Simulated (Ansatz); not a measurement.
C$_{7}$H$_{13}$ClO$_{2}$ (`CC(C)COC(=O)CCCl`), relaxed with RKS PBE-D4/def2-SVP in Ansatz from a rough embedded geometry. The force threshold is 0.03 eV/Å; the program also tests the step.

Total charge 0; spin multiplicity 1.

Start:

```xyz
23

C    -0.075    2.108   -0.025
C     1.072    1.142    0.256
C     2.297    1.887    0.777
C     0.644    0.084    1.278
O    -0.452   -0.702    0.805
C    -0.166   -1.734    0.014
O     0.943   -2.065   -0.306
C    -1.441   -2.426   -0.440
C    -2.053   -1.632   -1.587
Cl   -3.567   -2.403   -2.136
H     0.200    2.804   -0.813
H    -0.318    2.677    0.870
H    -0.964    1.565   -0.339
H     1.339    0.621   -0.669
H     3.125    1.202    0.942
H     2.611    2.638    0.056
H     2.068    2.386    1.716
H     0.285    0.555    2.196
H     1.484   -0.581    1.502
H    -2.142   -2.469    0.394
H    -1.194   -3.435   -0.772
H    -1.384   -1.600   -2.446
H    -2.310   -0.621   -1.272
```

```json
{"step": "1", "energy (eV)": "-24057.0227", "largest force (eV/Å)": "1.108", "largest move (Å)": "0.000"}
{"step": "2", "energy (eV)": "-24057.1405", "largest force (eV/Å)": "0.413", "largest move (Å)": "0.045"}
{"step": "3", "energy (eV)": "-24057.1520", "largest force (eV/Å)": "0.427", "largest move (Å)": "0.030"}
{"step": "4", "energy (eV)": "-24057.1557", "largest force (eV/Å)": "0.122", "largest move (Å)": "0.022"}
{"step": "5", "energy (eV)": "-24057.1561", "largest force (eV/Å)": "0.054", "largest move (Å)": "0.005"}
{"step": "6", "energy (eV)": "-24057.1566", "largest force (eV/Å)": "0.085", "largest move (Å)": "0.040"}
{"step": "7", "energy (eV)": "-24057.1572", "largest force (eV/Å)": "0.056", "largest move (Å)": "0.027"}
{"step": "8", "energy (eV)": "-24057.1584", "largest force (eV/Å)": "0.079", "largest move (Å)": "0.089"}
{"step": "9", "energy (eV)": "-24057.1592", "largest force (eV/Å)": "0.111", "largest move (Å)": "0.084"}
{"step": "10", "energy (eV)": "-24057.1607", "largest force (eV/Å)": "0.095", "largest move (Å)": "0.028"}
{"step": "11", "energy (eV)": "-24057.1629", "largest force (eV/Å)": "0.260", "largest move (Å)": "0.137"}
{"step": "12 (rejected)", "energy (eV)": "-24057.1548", "largest force (eV/Å)": "0.423", "largest move (Å)": "0.104"}
{"step": "13", "energy (eV)": "-24057.1661", "largest force (eV/Å)": "0.107", "largest move (Å)": "0.028"}
{"step": "14", "energy (eV)": "-24057.1685", "largest force (eV/Å)": "0.144", "largest move (Å)": "0.100"}
{"step": "15", "energy (eV)": "-24057.1710", "largest force (eV/Å)": "0.064", "largest move (Å)": "0.069"}
{"step": "16 (rejected)", "energy (eV)": "-24057.1665", "largest force (eV/Å)": "0.261", "largest move (Å)": "0.188"}
{"step": "17 (rejected)", "energy (eV)": "-24057.1623", "largest force (eV/Å)": "0.437", "largest move (Å)": "0.054"}
{"step": "18", "energy (eV)": "-24057.1720", "largest force (eV/Å)": "0.011", "largest move (Å)": "0.026"}
{"step": "19", "energy (eV)": "-24057.1738", "largest force (eV/Å)": "0.066", "largest move (Å)": "0.098"}
{"step": "20", "energy (eV)": "-24057.1745", "largest force (eV/Å)": "0.107", "largest move (Å)": "0.080"}
{"step": "21", "energy (eV)": "-24057.1756", "largest force (eV/Å)": "0.081", "largest move (Å)": "0.027"}
{"step": "22", "energy (eV)": "-24057.1760", "largest force (eV/Å)": "0.216", "largest move (Å)": "0.101"}
{"step": "23", "energy (eV)": "-24057.1776", "largest force (eV/Å)": "0.066", "largest move (Å)": "0.020"}
{"step": "24", "energy (eV)": "-24057.1781", "largest force (eV/Å)": "0.049", "largest move (Å)": "0.065"}
{"step": "25", "energy (eV)": "-24057.1783", "largest force (eV/Å)": "0.035", "largest move (Å)": "0.021"}
{"step": "26", "energy (eV)": "-24057.1789", "largest force (eV/Å)": "0.023", "largest move (Å)": "0.060"}
{"step": "27", "energy (eV)": "-24057.1792", "largest force (eV/Å)": "0.029", "largest move (Å)": "0.067"}
```

End:

```xyz
23

C     0.157    2.052   -0.406
C     1.190    1.128    0.248
C     2.281    1.917    0.982
C     0.537    0.143    1.224
O    -0.503   -0.644    0.602
C    -0.101   -1.748   -0.082
O     1.055   -2.108   -0.177
C    -1.292   -2.480   -0.682
C    -2.418   -1.562   -1.147
Cl   -3.781   -2.517   -1.845
H     0.636    2.722   -1.148
H    -0.342    2.693    0.353
H    -0.632    1.475   -0.928
H     1.678    0.517   -0.543
H     3.047    1.247    1.424
H     2.800    2.611    0.290
H     1.850    2.528    1.804
H     0.027    0.684    2.047
H     1.300   -0.542    1.648
H    -1.683   -3.178    0.092
H    -0.911   -3.107   -1.512
H    -2.075   -0.863   -1.936
H    -2.823   -0.967   -0.308
```

Hardware: 4 threads of an AMD EPYC 7R13 on a shared host and a share of an NVIDIA H100 80 GB. Wall time 33 s, peak host memory 0.87 GiB.
